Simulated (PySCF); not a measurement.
C4H6OSe. Atoms are numbered in the order given.

```xyz
12

C      1.2674    -1.3954    -0.1312
C      1.4114    -0.0890     0.1402
Se    -0.0182     1.1682     0.2621
C     -1.4021    -0.2296     0.1682
C     -1.0088    -1.3090    -0.8329
O      0.1268    -2.0635    -0.4390
H      2.1240    -2.0751    -0.1036
H      2.4030     0.3041     0.3678
H     -2.3342     0.2623    -0.1436
H     -1.5440    -0.6633     1.1683
H     -0.8288    -0.8560    -1.8239
H     -1.8216    -2.0450    -0.9312
```

Geometry optimised at B3LYP-D3(BJ)/def2-SVP. Other conformers were not sampled.

Level of theory: PBE/pcSseg-1 run with PySCF.

GIAO shieldings, no solvent; atoms listed in one row are averaged. δ = σ(ref) − σ: ¹³C against TMS (σ = 182.0 ppm); ⁷⁷Se against Me2Se (σ = 1634.8 ppm); ¹⁷O against H2O (σ = 334.3 ppm); ¹H against TMS (σ = 31.49 ppm), references at their B3LYP-D3(BJ)/def2-TZVP geometries, non-relativistic.

Problem. Estimate the chemical shifts. (Estimate from the structure and the level; the computed values follow.)

Solution. 
```
nucleus  atoms  count  δ (ppm)
-------  -----  -----  -------
¹³C         C1      1    148.4
¹³C         C2      1     99.0
¹³C         C5      1     70.6
¹³C         C4      1     30.6
⁷⁷Se       Se3      1    143.4
¹⁷O         O6      1    129.9
¹H          H7      1     7.05
¹H          H8      1     4.99
¹H         H12      1     4.70
¹H         H11      1     4.36
¹H         H10      1     3.45
¹H          H9      1     2.53
```
